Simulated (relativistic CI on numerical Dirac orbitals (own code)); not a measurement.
## Electric-dipole lines of Bi³⁵⁺

Calculated at this level of theory: Dirac-Coulomb-Breit CI, separate exchange-only KLI orbitals for each configuration, a model potential for QED, unscaled Slater integrals (own radial code, finite nucleus).

Configurations in the expansion (outside the closed core [Ar] 3d10): 4s2 4p6 4d10 4f2, 4s2 4p6 4d9 4f3, 4s2 4p6 4d10 4f 5s, 4s2 4p5 4d10 4f3, 4s2 4p6 4d10 4f 5p, 4s2 4p6 4d10 5s2, 4s2 4p6 4d10 5s 5p, 4s 4p6 4d10 4f3, 4s2 4p6 4d10 4f 5d, 4s2 4p6 4d9 4f2 5s, 4s2 4p6 4d10 5p2, 4s2 4p6 4d10 5s 5d, 4s2 4p6 4d9 4f 5s2, 4s2 4p6 4d10 4f 5f, 4s2 4p6 4d10 5p 5d, 4s2 4p6 4d9 4f2 5p. Levels of other configurations are missing.

```tsv
λ vac (Å)	Lower	Upper	A (s⁻¹)	E lower (cm⁻¹)	E upper (cm⁻¹)
45.346	4s2 4p6 4d10 4f2 3H_4 [1]	4s2 4p6 4d9 4f3 3G°_3 [168]	5.82e+10	0	2205265
45.724	4s2 4p6 4d10 4f2 3H_5 [3]	4s2 4p6 4d9 4f3 3F°_4 [195]	3.92e+10	58601	2245653
45.923	4s2 4p6 4d10 4f2 3F_2 [2]	4s2 4p6 4d9 4f3 3G°_3 [168]	4.99e+10	27707	2205265
45.964	4s2 4p6 4d10 4f2 3H_4 [1]	4s2 4p6 4d9 4f3 3I°_5 [143]	1.96e+11	0	2175625
45.989	4s2 4p6 4d10 4f2 3F_3 [5]	4s2 4p6 4d9 4f3 3F°_3 [200]	3.90e+10	76127	2250550
46.030	4s2 4p6 4d10 4f2 3H_5 [3]	4s2 4p6 4d9 4f3 3H°_6 [186]	2.32e+10	58601	2231103
46.110	4s2 4p6 4d10 4f2 3F_2 [2]	4s2 4p6 4d9 4f3 3F°_2 [160]	4.00e+10	27707	2196433
46.210	4s2 4p6 4d10 4f2 3H_5 [3]	4s2 4p6 4d9 4f3 3H°_6 [181]	5.77e+10	58601	2222614
46.262	4s2 4p6 4d10 4f2 3H_5 [3]	4s2 4p6 4d9 4f3 3G°_5 [180]	3.01e+10	58601	2220188
46.286	4s2 4p6 4d10 4f2 3H_5 [3]	4s2 4p6 4d9 4f3 3I°_6 [178]	5.07e+10	58601	2219061
46.412	4s2 4p6 4d10 4f2 1G_4 [4]	4s2 4p6 4d9 4f3 3H°_5 [185]	3.16e+10	74817	2229440
46.519	4s2 4p6 4d10 4f2 1G_4 [4]	4s2 4p6 4d9 4f3 5D°_4 [182]	2.74e+10	74817	2224486
46.612	4s2 4p6 4d10 4f2 1G_4 [4]	4s2 4p6 4d9 4f3 3G°_5 [180]	5.75e+10	74817	2220188
46.631	4s2 4p6 4d10 4f2 3H_4 [1]	4s2 4p6 4d9 4f3 3H°_4 [115]	7.46e+10	0	2144489
46.632	4s2 4p6 4d10 4f2 3H_5 [3]	4s2 4p6 4d9 4f3 3F°_4 [167]	2.61e+10	58601	2203052
46.739	4s2 4p6 4d10 4f2 3F_3 [5]	4s2 4p6 4d9 4f3 3P°_2 [174]	7.26e+10	76127	2215680
46.815	4s2 4p6 4d10 4f2 3H_6 [6]	4s2 4p6 4d9 4f3 3H°_6 [193]	5.56e+10	100141	2236202
46.829	4s2 4p6 4d10 4f2 3F_2 [2]	4s2 4p6 4d9 4f3 3F°_2 [133]	5.39e+10	27707	2163147
46.927	4s2 4p6 4d10 4f2 3H_4 [1]	4s2 4p6 4d9 4f3 3G°_3 [100]	3.01e+10	0	2130990
46.965	4s2 4p6 4d10 4f2 3H_5 [3]	4s2 4p6 4d9 4f3 3H°_6 [152]	6.70e+10	58601	2187868
46.986	4s2 4p6 4d10 4f2 3H_6 [6]	4s2 4p6 4d9 4f3 3I°_7 [183]	8.67e+10	100141	2228414
47.080	4s2 4p6 4d10 4f2 3H_4 [1]	4s2 4p6 4d9 4f3 3H°_4 [96]	5.27e+10	0	2124043
47.087	4s2 4p6 4d10 4f2 3F_2 [2]	4s2 4p6 4d9 4f3 3G°_3 [121]	3.54e+10	27707	2151440
47.102	4s2 4p6 4d10 4f2 3H_5 [3]	4s2 4p6 4d9 4f3 3H°_5 [148]	4.01e+10	58601	2181670
47.194	4s2 4p6 4d10 4f2 3H_6 [6]	4s2 4p6 4d9 4f3 3I°_6 [178]	5.29e+10	100141	2219061
47.271	4s2 4p6 4d10 4f2 3H_5 [3]	4s2 4p6 4d9 4f3 5G°_6 [141]	2.31e+10	58601	2174073
47.464	4s2 4p6 4d10 4f2 1G_4 [4]	4s2 4p6 4d9 4f3 3H°_5 [148]	2.97e+10	74817	2181670
47.662	4s2 4p6 4d10 4f2 3F_4 [10]	4s2 4p6 4d9 4f3 3G°_5 [194]	5.22e+10	140199	2238300
47.790	4s2 4p6 4d10 4f2 3F_3 [5]	4s2 4p6 4d9 4f3 3F°_4 [138]	2.95e+10	76127	2168595
48.191	4s2 4p6 4d10 4f2 1I_6 [11]	4s2 4p6 4d9 4f3 3I°_7 [183]	3.68e+10	153327	2228414
```

Terms are leading LS components. Brackets give the number of a level in order of energy, since labels repeat. The list gives strong lines, with weight on those to low levels, without lines whose two gauges differ by over a factor of 2.5, among the lowest 200 of 1671 levels, so that lines to higher ones, which can be the strongest, are missing. Levels whose partners in the same complex of configurations lie outside the list can be far off, and so can their lines. Rates are taken at the computed energies, electric ones in the length gauge.

At this charge energies of transitions that change n are usually good to better than 1 %, and those within a shell (Δn = 0) to a few per cent. Terms inside the open d or f shell come out 10 to 20 % too wide with unscaled integrals.

LS names give the leading component of a level, which can be under half, so a name can repeat, a term be missing and a line seem to break the LS rules.
